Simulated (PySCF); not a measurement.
Excitations are Tamm–Dancoff values on a coarser integration grid. The basis has no diffuse functions, so Rydberg states are missing or too high.

Species: H12Si4Sn, SMILES `[SiH3][Sn]([SiH3])([SiH3])[SiH3]` (charge 0, multiplicity 1).

Q: What is the computed S1 excitation (TDA), HOMO and LUMO (PBE-D3(BJ)/def2-TZVP // PBE0-D3(BJ)/def2-SVP run with PySCF)?

A: 
```
Quantity               Result
-------------------  --------
S1 excitation (TDA)   5.49 eV
HOMO                 -6.63 eV
LUMO                 -1.32 eV
```
